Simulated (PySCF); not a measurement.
5-ethenylidene-2H-furan (C₆H₆O), SMILES C=C=C1C=CCO1.

Geometry: PBE-D3(BJ)/def2-SVP. One conformer was computed; it need not be the lowest.

Vertical ionisation energy (IE) and electron affinity (EA) in eV. Rows of orbital energies are one-electron estimates. Where ΔSCF, EOM or ADC give a negative EA the extra electron is unbound and the value depends on the basis.

```tsv
level	IE	EA
−ε(HOMO), −ε(LUMO), HF/def2-TZVP (PySCF)	8.23	-2.98
−ε(HOMO), −ε(LUMO), PBE/def2-TZVP (PySCF)	4.85	1.61
```
